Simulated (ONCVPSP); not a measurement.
## LDA (Perdew-Wang 92) ONCV dataset for titanium (Ti), scalar-relativistic all-electron reference.

Ti (Z = 22), optimised norm-conserving Vanderbilt (ONCV), made with ONCVPSP 4.0.1 (LDA (Perdew-Wang 92), scalar-relativistic). Core [Ne], reference 3s2 3p6 3d2 (charge +2). Waves: 3s: rc 1.30 bohr, ncon 3, nbas 6, qcut 11 1/bohr, 2 projectors, debl 0.8 Ha; 3p: rc 1.25 bohr, ncon 3, nbas 6, qcut 9 1/bohr, 3 projectors, debl 1.9 Ha; 3d: rc 2.35 bohr, ncon 3, nbas 7, qcut 6.1 1/bohr, 2 projectors, debl 3.6 Ha; f scattering state at 0.24 Ha: rc 2.00 bohr, ncon 4, nbas 8, qcut 5.6 1/bohr, 2 projectors, debl 1.5 Ha. Local part: polynomial inside 1.10 bohr (lpopt 5, dvloc0 0 Ha). Core correction: Teter function, fcfact 3, rcfact 1.75.

In the s channel the program set the typed energies aside and used -2.876, 0.250 Ha. In the p channel the program set the typed energies aside and used -2.013, 0.250, 2.150 Ha.

(1) Estimate the cutoffs (Ha) at which the residual kinetic energy of the hardest occupied pseudo-wave falls to 1 and 0.1 mHa per electron.

(2) Does the potential have ghost states?

(3) Which valence shell sets the plane-wave cutoff?

(4) Tests: 3s2 3p6 3d2 4s2; 3s2 3p6 3d2 4s1; 3s2 3p6 3d1; 3s2 3p6 3d0. Which has the largest error in its energy relative to the reference configuration, and how large is it?

## Answers

(1) 36 Ha and 43 Ha.

(2) No bound ghost flagged; no localised positive-energy state flagged.

(3) 3s: 36 Ha for 1 mHa per electron, against 19 Ha for 3p.

(4) 3s2 3p6 3d0, with +2076 meV (all-electron minus pseudo) on +70.74 eV.
